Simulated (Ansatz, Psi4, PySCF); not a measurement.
H5BN (SMILES B[NH3+]), charge +1, singlet, geometry from GFN2-xTB. Base run: WB97M-V/aug-cc-pVDZ run with PySCF.

PySCF was given this input:
```python
from pyscf import gto, scf, dft

mol = gto.Mole()
mol.atom = '''
    B     0.882639    0.092840   -0.007377
    N    -0.616010   -0.067843   -0.009475
    H     1.537489   -0.852543    0.171414
    H     1.320212    1.160973   -0.156671
    H    -0.930545    0.076520    0.961326
    H    -0.927964   -1.006052   -0.287862
    H    -1.100315    0.631803   -0.584997
'''
mol.basis = 'aug-cc-pvdz'
mol.charge = 1
mol.spin = 0
mol.verbose = 4
mol.build()

mf = dft.RKS(mol)
mf.xc = 'wb97m_v'
mf.kernel()
```

The same geometry, method and basis name were run in Ansatz (a first-principles code) and Psi4 and PySCF, at each program's defaults and at the settings that a row names. The base is PySCF at its defaults. Differences at the defaults can come from grids, fitting, cores and function types together.

```json
[
 {"code and settings": "PySCF, defaults (exact integrals, its default grid, spherical functions)", "ΔE vs base (mEh)": "0.000", "basis functions": "91", "E (Eh)": "-82.28899", "SCF cycles": "9"},
 {"code and settings": "Psi4, defaults (density fitting with its default set, its default grid, spherical functions)", "ΔE vs base (mEh)": "-0.047", "basis functions": "91", "E (Eh)": "-82.28904", "SCF cycles": "7"},
 {"code and settings": "Ansatz, defaults (factorised integrals, its default grid, spherical functions)", "ΔE vs base (mEh)": "0.003", "basis functions": "91", "E (Eh)": "-82.28899", "SCF cycles": "-"},
 {"code and settings": "PySCF, density fitting with def2-universal-jkfit", "ΔE vs base (mEh)": "-0.051", "basis functions": "91", "E (Eh)": "-82.28904", "SCF cycles": "9"},
 {"code and settings": "PySCF, fine grid", "ΔE vs base (mEh)": "0.000", "basis functions": "91", "E (Eh)": "-82.28899", "SCF cycles": "9"},
 {"code and settings": "Psi4, exact integrals, spherical functions, fine grid", "ΔE vs base (mEh)": "0.000", "basis functions": "91", "E (Eh)": "-82.28899", "SCF cycles": "9"},
 {"code and settings": "Ansatz, high accuracy", "ΔE vs base (mEh)": "0.000", "basis functions": "91", "E (Eh)": "-82.28899", "SCF cycles": "-"}
]
```
